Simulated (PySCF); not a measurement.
Fill in the blanks.

Species: C2H6FNSi (triplet state).
InChI=1S/C2H6FNSi/c1-4(2)5-3/h1-2H3

Conformer (atom-mapped SMILES and torsion angles): `[CH3:1][N:2]([CH3:3])[Si:4][F:5]`: C1–N2–Si4–F5 97°.

| property | level | value |
| --- | --- | --- |
| point group | PBE0-D3(BJ)/def2-SVP | Cs |
| rotational constants A, B, C | PBE0-D3(BJ)/def2-SVP | ? |
| dipole moment | PBE0-D3(BJ)/def2-SVP | 2.96 D |
| isotropic g value | unrestricted B3LYP/IGLO-III on C F N Si, pcH-1 on H, mean-field spin–orbit | ? |
| spin squared ⟨S²⟩ | unrestricted B3LYP/IGLO-III on C F N Si, pcH-1 on H | 2.004 |
| largest isotropic hyperfine couplings (means over sets of like nuclei) | unrestricted B3LYP/IGLO-III on C F N Si, pcH-1 on H, mean-field spin–orbit | ? |

Gas-phase values; electronic properties from PySCF, density fitting. One conformer (not necessarily the lowest) at the PBE0-D3(BJ)/def2-SVP geometry, without solvent or vibrations. This triplet need not be the ground state; the singlet was not compared here. Couplings of like nuclei are plain means over topologically equivalent atoms, as if these changed places fast (by rotation of a methyl-like group, say); in this geometry the members of some sets differ.

The rotational constants A, B, C?

7.320, 2.429, 2.107 GHz.

What is the isotropic g value?

2.00088.

What are the largest isotropic hyperfine couplings (means over sets of like nuclei)?

29Si -695.1, 19F +239.1, 14N +20.6, 13C +17.8 (×2), 1H +9.8 (×6) MHz.

The rotational constants make it an asymmetric top with κ = (2B − A − C)/(A − C) = -0.88, nearer the prolate limit (−1). g_iso is shifted by about -1440 ppm from the free-electron value 2.002319. With B = h/(8π²I), that is 505.379 GHz u Å² over I, the principal moments of inertia are 69.0, 208.1 and 239.9 u Å² (most abundant isotopes). A dipole of 2.96 D is allowed in Cs, and pure rotational transitions are dipole-allowed. In atomic units the dipole is 1.16 e·bohr (1 au = 2.5417 D). ⟨S²⟩ is 0.004 above the pure-spin value S(S + 1) = 2.00.

For the geometry optimisation (PBE0-D3(BJ)/def2-SVP), on x86-64 server, one thread, no GPU (shared host), this took 58 s.
